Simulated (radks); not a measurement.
Se I, 34 electrons, occupied as [Ar] 3d10 4s2 4p3 7d1 (not the ground configuration). Method: scalar-relativistic Kohn-Sham, PBE, spin-polarised, spherical densities, finite nucleus; open shells are filled with parallel spins first; Fermi nuclear charge, rms radius 4.14 fm; computed with a radial shooting solver on a logarithmic mesh with Libxc functionals.

X-ray form factor f0, the Fourier transform of the density (f0(0) = 34):

sin(theta)/lambda (1/angstrom)  f0 (electrons)
0.05                                    32.485
0.1                                     30.999
0.15                                    29.043
0.2                                     26.987
0.25                                    25.058
0.3                                     23.317
0.4                                     20.293
0.5                                     17.633
0.6                                     15.235
0.8                                     11.367
1                                        8.827
1.25                                     7.042
1.5                                      6.062
2                                        4.770
